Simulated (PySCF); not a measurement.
Compound: C3H9BFN.
SMILES with atom numbers: `[CH2:1]=[C:2]([F:3])[CH2:4][BH2-:5][NH3+:6]` (hydrogens: H7, H8 on C1; H9, H10 on C4; H11, H12 on B5; H13, H14, H15 on N6)

Torsions of this conformer, `[CH2:1]=[C:2]([F:3])[CH2:4][BH2-:5][NH3+:6]`: C1–C2–C4–B5 -106°, C2–C4–B5–N6 -66°.

The closed-shell ground state was solved at several levels (PySCF, density fitting, gas phase, non-relativistic). Isolated species at its GFN2-xTB geometry (one conformer only).

| level | basis functions | HOMO (eV) | LUMO (eV) | gap (eV) | dipole (D) |
| --- | --- | --- | --- | --- | --- |
| B3LYP/pcJ-1 | 252 | -6.37 | 0.11 | 6.48 | 3.83 |
| PBE0/pcSseg-1 | 147 | -6.59 | 0.44 | 7.03 | 3.88 |

Problem. Estimate the row for CAM-B3LYP/def2-SVPD, a basis of 195 functions; the other rows only guide the guess.

Solution. HOMO -8.01 eV, LUMO 0.57 eV, gap 8.58 eV, dipole 3.60 D.

Problem. Over all these levels, which gives the widest orbital gap and which the narrowest?

Solution. CAM-B3LYP/def2-SVPD (range-separated hybrid) has the widest, 8.58 eV, and B3LYP/pcJ-1 (global hybrid, 20 % exact exchange) the narrowest, 6.48 eV. Functional and basis both differ between the two, so the spread mixes both effects.

Problem. How far do the dipole and the HOMO energy spread over the levels?

Solution. The dipole runs from 3.60 to 3.88 D (mean 3.77 D) and the HOMO from -8.01 to -6.37 eV.
